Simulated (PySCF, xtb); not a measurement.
C3H2BrF, SMILES C=C=C(F)Br.

Harmonic wavenumbers (cm⁻¹) from xtb 6.7.1 with GFN2-xTB at its own minimum, in rising order: 124, 234, 289, 365, 396, 588, 593, 885, 958, 968, 1283, 1428, 2075, 3070, 3079.

### Question
What does PBE0-D3(BJ)/def2-SVP in PySCF 2.14.0 give at its own minimum? (Estimate from the structure and the level; the computed values follow.)

### Answer
146, 236, 334, 450, 481, 620, 663, 933, 999, 1089, 1318, 1480, 2118, 3135, 3227. Paired by order, the mean absolute difference is 60 cm⁻¹ and the zero-point energies are 23.4 and 24.6 kcal/mol.
